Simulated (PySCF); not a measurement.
How methods differ on the excitation energy of B

B [He] 2s2 2p1 (2P) → B [He] 2s1 2p2 (4P), as a difference of total energies. Computed with PySCF 2.14 in aug-cc-pwCVDZ, with no relativity, point nucleus. Correlated levels: valence and next inner shell: nothing frozen. The calculations carry no spin-orbit coupling.

```csv
method,excitation energy (eV)
UHF,2.229
SCS-MP2 (valence and next inner shell),3.356
CCSD(T) (valence and next inner shell),3.543
CCSDT (valence and next inner shell),3.554
```

Task: Estimate what CCSD (valence and next inner shell) gives.

Result: 3.514 eV, closest to CCSD(T) (valence and next inner shell) among the rows shown.

Task: Estimate what MP2 (valence and next inner shell) gives.

Result: 3.047 eV, closest to SCS-MP2 (valence and next inner shell) among the rows shown.
